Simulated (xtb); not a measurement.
xtb input (GFN1-xTB):

```bash
xtb mol.xyz --gfn 1 --sp --chrg 0 --uhf 0
```
mol.xyz:
```
20

C      2.88012352     0.03490589    -0.10575287
N      1.59692647    -0.41330810    -0.62121140
Si     0.09154308    -0.22031232     0.18931669
N     -0.81190858     1.24000197     0.11137595
C     -0.62031664     2.39294462     0.97444239
N     -0.90935427    -1.41514307    -0.52494955
C     -2.34185675    -1.57617228    -0.33571128
H      2.83983640     0.06779282     0.98420147
H      3.16370573     1.03560722    -0.45435976
H      3.68227749    -0.65652246    -0.37944803
H      1.58186165    -0.51043582    -1.62560848
H      0.45243353    -0.31814466     1.62865776
H     -1.29269628     1.45699786    -0.74886806
H     -1.57484472     2.85753631     1.23883019
H      0.01933937     3.16521408     0.53025106
H     -0.14771649     2.07271361     1.90437425
H     -0.44621718    -2.25803335    -0.82749928
H     -2.84015166    -1.84826680    -1.27132042
H     -2.76680786    -0.63221491     0.00404296
H     -2.58996954    -2.33879629     0.41193851
```

Output:

```
           -------------------------------------------------
          |                Calculation Setup                |
           -------------------------------------------------

           -------------------------------------------------
          |                 G F N 1 - x T B                 |
           -------------------------------------------------

        Reference                      10.1021/acs.jctc.7b00118
      * Hamiltonian:
        H0-scaling (s, p, d)           1.850000    2.250000    2.000000
        zeta-weighting                 0.000000
      * Dispersion:
        s8                             2.400000
        a1                             0.630000
        a2                             5.000000
        s9                             0.000000
      * Repulsion:
        kExp                           1.500000
        rExp                           1.000000
      * Coulomb:
        alpha                          2.000000
        third order                    atomic
        anisotropic                    false
      * Halogen bond correction:
        rad-scale                      1.300000
        damping                        0.440000

          ...................................................
          :                      SETUP                      :
          :.................................................:
          :  # basis functions                  60          :
          :  # atomic orbitals                  59          :
          :  # shells                           41          :
          :  # electrons                        44          :
          :  # halogen bonds                     0          :
          :  max. iterations                   250          :
          :  Hamiltonian                  GFN1-xTB          :
          :  restarted?                      false          :
          :  GBSA solvation                  false          :
          :  PC potential                    false          :
          :  electronic temp.          300.0000000     K    :
          :  accuracy                    1.0000000          :
          :  -> integral cutoff          0.2500000E+02      :
          :  -> integral neglect         0.1000000E-07      :
          :  -> SCF convergence          0.1000000E-05 Eh   :
          :  -> wf. convergence          0.2000000E-04 e    :
          :  Broyden damping             0.4000000          :
          :  net charge                          0          :
          :  unpaired electrons                  0          :
          ...................................................

 iter      E             dE          RMSdq      gap      omega  full diag
   1    -25.1147605 -0.251148E+02  0.730E+00    5.51       0.0  T
   2    -25.1574703 -0.427099E-01  0.446E+00    6.10       1.0  T
   3    -25.1406963  0.167740E-01  0.109E+00    5.92       1.0  T
   4    -25.1620890 -0.213928E-01  0.283E-01    6.23       1.0  T
   5    -25.1637666 -0.167761E-02  0.277E-02    6.14       1.0  T
   6    -25.1637789 -0.122341E-04  0.827E-03    6.14       2.7  T
   7    -25.1637790 -0.825207E-07  0.251E-03    6.14       8.9  T
   8    -25.1637790 -0.708295E-07  0.444E-04    6.14      50.4  T
   9    -25.1637790 -0.129549E-08  0.120E-04    6.14     186.0  T
  10    -25.1637790 -0.549925E-10  0.217E-05    6.14    1028.3  T

   *** convergence criteria satisfied after 10 iterations ***

         #    Occupation            Energy/Eh            Energy/eV
      -------------------------------------------------------------
         1        2.0000           -0.7282399             -19.8164
       ...           ...                  ...                  ...
        16        2.0000           -0.4844577             -13.1828
        17        2.0000           -0.4532733             -12.3342
        18        2.0000           -0.4499489             -12.2437
        19        2.0000           -0.4364741             -11.8771
        20        2.0000           -0.3978602             -10.8263
        21        2.0000           -0.3825053             -10.4085
        22        2.0000           -0.3664849              -9.9726 (HOMO)
        23                         -0.1407375              -3.8297 (LUMO)
        24                         -0.1237241              -3.3667
        25                         -0.1218871              -3.3167
        26                         -0.1035002              -2.8164
        27                         -0.0905710              -2.4646
       ...                                ...                  ...
        59                          1.5205454              41.3761
      -------------------------------------------------------------
                  HL-Gap            0.2257473 Eh            6.1429 eV
             Fermi-level           -0.2536112 Eh           -6.9011 eV

 SCC (total)                   0 d,  0 h,  0 min,  0.028 sec
 SCC setup                      ...        0 min,  0.000 sec (  0.550%)
 Dispersion                     ...        0 min,  0.000 sec (  0.375%)
 classical contributions        ...        0 min,  0.000 sec (  0.145%)
 integral evaluation            ...        0 min,  0.007 sec ( 26.483%)
 iterations                     ...        0 min,  0.006 sec ( 22.870%)
 molecular gradient             ...        0 min,  0.013 sec ( 48.646%)
 printout                       ...        0 min,  0.000 sec (  0.879%)

         :::::::::::::::::::::::::::::::::::::::::::::::::::::
         ::                     SUMMARY                     ::
         :::::::::::::::::::::::::::::::::::::::::::::::::::::
         :: total energy             -24.884547876869 Eh    ::
         :: gradient norm              0.037854074158 Eh/a0 ::
         :: HOMO-LUMO gap              6.142897225984 eV    ::
         ::.................................................::
         :: SCC energy               -25.163779036343 Eh    ::
         :: -> electrostatic           0.050865523726 Eh    ::
         :: repulsion energy           0.287124905506 Eh    ::
         :: dispersion energy         -0.007893746031 Eh    ::
         :: halogen bond corr.         0.000000000000 Eh    ::
         :: add. restraining           0.000000000000 Eh    ::
         :: total charge              -0.000000000000 e     ::
         :::::::::::::::::::::::::::::::::::::::::::::::::::::

           -------------------------------------------------
          |                Property Printout                |
           -------------------------------------------------

    * Orbital Energies and Occupations

         #    Occupation            Energy/Eh            Energy/eV
      -------------------------------------------------------------
         1        2.0000           -0.7282399             -19.8164
       ...           ...                  ...                  ...
        10        2.0000           -0.5226283             -14.2214
        11        2.0000           -0.5195435             -14.1375
        12        2.0000           -0.5171452             -14.0722
        13        2.0000           -0.5161755             -14.0459
        14        2.0000           -0.4966664             -13.5150
        15        2.0000           -0.4916619             -13.3788
        16        2.0000           -0.4844577             -13.1828
        17        2.0000           -0.4532733             -12.3342
        18        2.0000           -0.4499489             -12.2437
        19        2.0000           -0.4364741             -11.8771
        20        2.0000           -0.3978602             -10.8263
        21        2.0000           -0.3825053             -10.4085
        22        2.0000           -0.3664849              -9.9726 (HOMO)
        23                         -0.1407375              -3.8297 (LUMO)
        24                         -0.1237241              -3.3667
        25                         -0.1218871              -3.3167
        26                         -0.1035002              -2.8164
        27                         -0.0905710              -2.4646
        28                         -0.0789084              -2.1472
        29                         -0.0730680              -1.9883
        30                         -0.0587125              -1.5976
        31                         -0.0560878              -1.5262
        32                         -0.0503182              -1.3692
        33                         -0.0477767              -1.3001
       ...                                ...                  ...
        59                          1.5205454              41.3761
      -------------------------------------------------------------
                  HL-Gap            0.2257473 Eh            6.1429 eV
             Fermi-level           -0.2536112 Eh           -6.9011 eV

  Mulliken/CM5 charges         n(s)   n(p)   n(d)
     1C     0.07044 -0.01601   0.972  2.957  0.000
     2N    -0.42244 -0.74534   1.432  3.990  0.000
     3Si    0.39190  0.38156   1.020  1.625  0.963
     4N    -0.41668 -0.74149   1.431  3.986  0.000
     5C     0.06962 -0.01681   0.972  2.958  0.000
     6N    -0.40647 -0.72911   1.433  3.974  0.000
     7C     0.06830 -0.01782   0.973  2.958  0.000
     8H     0.02447  0.08766   0.976  0.000  0.000
     9H     0.00887  0.06790   0.991  0.000  0.000
    10H     0.00762  0.06732   0.992  0.000  0.000
    11H     0.19687  0.39632   0.803  0.000  0.000
    12H    -0.07353  0.01760   1.074  0.000  0.000
    13H     0.19821  0.39770   0.802  0.000  0.000
    14H     0.00792  0.06759   0.992  0.000  0.000
    15H     0.00839  0.06745   0.992  0.000  0.000
    16H     0.02449  0.08773   0.976  0.000  0.000
    17H     0.19809  0.39897   0.802  0.000  0.000
    18H     0.00729  0.06700   0.993  0.000  0.000
    19H     0.02639  0.09238   0.974  0.000  0.000
    20H     0.01023  0.06941   0.990  0.000  0.000

Wiberg/Mayer (AO) data.
largest (>0.10) Wiberg bond orders for each atom

 ---------------------------------------------------------------------------
     #   Z sym  total        # sym  WBO       # sym  WBO       # sym  WBO
 ---------------------------------------------------------------------------
     1   6 C    3.977 --    10 H    0.988     9 H    0.987     8 H    0.985
                             2 N    0.969
     2   7 N    3.220 --     3 Si   1.231     1 C    0.969    11 H    0.922
     3  14 Si   4.914 --     6 N    1.283     4 N    1.236     2 N    1.231
                            12 H    0.933
     4   7 N    3.230 --     3 Si   1.236     5 C    0.970    13 H    0.921
     5   6 C    3.979 --    14 H    0.988    15 H    0.987    16 H    0.985
                             4 N    0.970
     6   7 N    3.252 --     3 Si   1.283     7 C    0.968    17 H    0.923
     7   6 C    3.975 --    18 H    0.988    20 H    0.988    19 H    0.986
                             6 N    0.968
     8   1 H    1.010 --     1 C    0.985
     9   1 H    1.009 --     1 C    0.987
    10   1 H    1.014 --     1 C    0.988
    11   1 H    0.967 --     2 N    0.922
    12   1 H    0.988 --     3 Si   0.933
    13   1 H    0.966 --     4 N    0.921
    14   1 H    1.014 --     5 C    0.988
    15   1 H    1.009 --     5 C    0.987
    16   1 H    1.010 --     5 C    0.985
    17   1 H    0.969 --     6 N    0.923
    18   1 H    1.013 --     7 C    0.988
    19   1 H    1.015 --     7 C    0.986
    20   1 H    1.009 --     7 C    0.988
 ---------------------------------------------------------------------------

Topologies differ in total number of bonds
Writing topology from bond orders to xtbtopo.mol

 dipole moment from electron density (au)
     X       Y       Z
   0.0019   0.1294  -0.7796  total (Debye):    2.009

           -------------------------------------------------
          | TOTAL ENERGY              -24.884547876869 Eh   |
          | GRADIENT NORM               0.037854074158 Eh/α |
Note: The following floating-point exceptions are signalling: IEEE_DENORMAL
normal termination of xtb
          | HOMO-LUMO GAP               6.142897225984 eV   |
           -------------------------------------------------

------------------------------------------------------------------------
------------------------------------------------------------------------
 total:
 SCF:
```
